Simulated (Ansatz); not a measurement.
Relaxation of AlFH$_{4}$NP (8 atoms, charge 0, multiplicity 1), to a largest force component of 0.015 eV/Å in at most 40 steps.

Level of theory: RKS B3LYP-D4/def2-SVP in Ansatz 0.2.0.

```xyz
8
Properties=species:S:1:pos:R:3
N -0.410 1.481 0.152
Al 0.594 -0.028 0.497
F 2.098 0.126 1.417
P -0.018 -2.097 -0.294
H 0.064 2.336 0.513
H -0.479 1.660 -0.899
H -0.342 -1.610 -1.624
H -1.414 -1.925 0.183
```

**Question.** Where does it end, and by what steps?

**Answer.** It converged. The force dipped under the threshold on the way, but the program's further checks kept it going. After 17 steps the energy has fallen by 0.555 eV; H8 moved furthest, 1.13 Å.

```csv
step,energy less start (eV),largest force component (eV/Å),accepted
0,0.0000,2.034,yes
1,-0.1790,1.822,yes
2,-0.2985,1.203,yes
3,-0.4796,0.381,yes
4,-0.4904,0.415,yes
5,-0.5179,0.131,yes
6,-0.5345,0.108,yes
7,-0.5251,0.682,no
8,-0.5415,0.058,yes
9,-0.5459,0.176,yes
10,-0.5479,0.062,yes
11,-0.5537,0.076,yes
12,-0.5544,0.092,yes
13,-0.5544,0.079,yes
14,-0.5551,0.044,yes
15,-0.5552,0.019,yes
16,-0.5553,0.012,yes
17,-0.5553,0.008,yes
```

```xyz
8
Properties=species:S:1:pos:R:3
N 0.054 1.630 -0.138
Al 0.490 0.021 0.441
F 1.321 -0.074 1.887
P 0.084 -1.938 -0.748
H 0.283 2.496 0.342
H -0.465 1.830 -0.987
H -1.168 -1.452 -1.246
H -0.506 -2.570 0.393
```

Time of the run: 100 s on 1 thread of Arm Neoverse N1, with other jobs on the host, peak memory 0.16 GiB.
